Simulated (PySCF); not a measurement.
# Ionisation energy of Sn by level of theory

Sn [Kr] 4d10 5s2 5p2 (3P) → Sn⁺ [Kr] 4d10 5s2 5p1 (2P), as a difference of total energies. All numbers are calculated (PySCF 2.14, scalar relativity by spin-free X2C-1e, in x2c-TZVPPall with one added diffuse shell each of s, p, d, f type (9s7p5d3f, 76 functions)). Correlated levels: valence: [Kr] 4d10 frozen; valence and next inner shell: [Ar] 3d10 frozen. The calculations carry no spin-orbit coupling.

Q: Order these methods by the ionisation energy they give, lowest first.
A. wB97X-V
B. BHandHLYP
C. r2SCAN
D. UHF

A: D (6.862 eV), A (7.152 eV), B (7.181 eV), C (7.416 eV).

A first-order spin-orbit estimate (lowest level to lowest level, LS coupling) adds -0.060 eV.

Errors of the correlated levels include the incompleteness of this basis and the frozen core.

For comparison: 7.344 eV (measured; NIST Atomic Spectra Database, ionization energies).
